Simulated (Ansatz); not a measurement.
Job for Ansatz (a quantum-chemistry and plane-wave program): R-B3LYP/def2-TZVPP on H3NSSi (SMILES N[Si]S), a point of a torsion scan.

Ansatz 0.2 input:
```yaml
crystal:
  periodic: [false, false, false]
  atoms:
    - {symbol: N, position_ang: [-1.06289561, 0.00795809, 0.19858536]}
    - {symbol: Si, position_ang: [-0.20074740, 0.21797335, 1.65929480]}
    - {symbol: S, position_ang: [-0.57937202, -1.78293859, 2.50871482]}
    - {symbol: H, position_ang: [-1.50553014, 0.77599378, -0.27683501]}
    - {symbol: H, position_ang: [-1.49157339, -0.87256058, -0.05561197]}
    - {symbol: H, position_ang: [0.22466213, -1.61272840, 3.54732386]}
basis:
  gaussian:
    orbitals: def2-TZVPP
hamiltonian:
  xc: {name: B3LYP}
scf: {lower_state_search: off}
```

Program output:

```
WARN ansatz: RAYON_NUM_THREADS=1 ignored (pool sized by the plan → 1); use --threads N
Functional definition: B3LYP
these checks for a lower state are left out or cut short: stability, starts, cluster_reference, orbital_swaps, neighbouring_geometries, increment
integrals: 0.07 GiB planned
919 factors; their error is unknown
mean field: 0.60 GiB planned
mean field evaluation 1: about -20247.0062 eV, gradient 6.6e1 eV
mean field evaluation 2: about -20219.7065 eV, gradient 1.1e2 eV
mean field evaluation 4: about -20255.0148 eV, gradient 7.3e0 eV
mean field evaluation 8: about -20255.1410 eV, gradient 1.2e-1 eV
mean field evaluation 16: about -20255.1595 eV, gradient 9.5e-5 eV
mean field -20255.15954351 eV, -744.3633837838 hartree, gradient 2.1e-6 eV, S^2 0.000000; 0 other end points of the search recorded, 0 dependent functions left out
reference -20255.15975618 eV, -744.3633915994 hartree; 20, 20 occupied and 137, 137 virtual orbitals, 919 factors
Total energy: -20255.15975618 eV, -744.3633915994 hartree
Checks for a lower state left out: stability, starts, cluster_reference, orbital_swaps, neighbouring_geometries, increment
```

Self-consistency was reached.

Cost: around 1.6 core-seconds (rough).
